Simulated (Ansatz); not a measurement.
The cluster Ge₂Te₃. Charge 0, multiplicity 1. Geometry B3LYP-D4/def2-SVP, basis def2-TZVP, Ansatz.

```xyz
5

Ge    1.015   -1.388    0.280
Ge   -1.448    0.971   -1.039
Te    1.330    1.276   -0.605
Te    0.709    0.693    2.036
Te   -1.605   -1.551   -0.672
```

```csv
run,HOMO (eV),LUMO (eV)
A,-5.30,-3.75
B,-5.93,-3.11
C,-5.07,-3.71
D,-5.01,-3.63
E,-6.63,-2.33
F,-6.97,-2.16
```

In the def2 sets Te takes a core potential; there is no spin–orbit coupling. Another isomer (singlet) lies 0.42 eV lower at PBE0-D4/def2-TZVP; other spin states weren't run for this one.

The runs used BHLYP, CAM-B3LYP, PBE, PBE0, r2SCAN, revPBE. Estimate which is which.

A r2SCAN (0 % exact exchange); B PBE0 (25 % exact exchange); C PBE (0 % exact exchange); D revPBE (0 % exact exchange); E BHLYP (50 % exact exchange); F CAM-B3LYP (range-separated). Exact exchange lowers occupied and raises empty levels; among semilocal functionals meta-GGAs tend to open the gap a little, and such runs are hard to tell apart. The gap grows from 1.35 eV (PBE) to 4.81 eV (CAM-B3LYP).
